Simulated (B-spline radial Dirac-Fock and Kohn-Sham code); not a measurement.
Sn⁴⁺ 3d5/2: cross section and angular parameters

System: the Sn⁴⁺ ion, configuration [Kr] 4d10; threshold 538.8 eV (orbital energy of the model). The computed values come from an atomic code on a B-spline grid: Dirac-Hartree-Slater photoionisation with a Latter tail; cross sections with all multipoles, angular parameters from the dipole term and its interference with E2.

```csv
hν (eV),σ (kb),β,γ,δ
600,1860,0.400,-0.044,-0.001
685,1420,0.632,-0.072,0.005
800,1010,0.861,-0.070,0.016
868,839,0.951,-0.055,0.021
1000,591,1.067,-0.013,0.029
1190,375,1.157,0.062,0.039
1486.9,202,1.213,0.185,0.051
1600,163,1.221,0.231,0.055
2140,68.4,1.210,0.430,0.073
2560,39.0,1.178,0.561,0.087
2920,25.5,1.147,0.660,0.099
3050,22.1,1.135,0.692,0.104
6000,2.14,0.899,1.188,0.205
6090,2.02,0.893,1.198,0.208
6780,1.37,0.852,1.271,0.231
6830,1.33,0.849,1.276,0.233
7230,?,?,?,?
8560,0.572,0.761,1.420,0.290
11700,0.172,0.643,1.601,0.387
15000,0.0641,0.553,1.720,0.483
```

Question: Give the values at 7230 eV.

Answer: σ = 1.08 kb, β = 0.827, γ = 1.314, δ = 0.246.
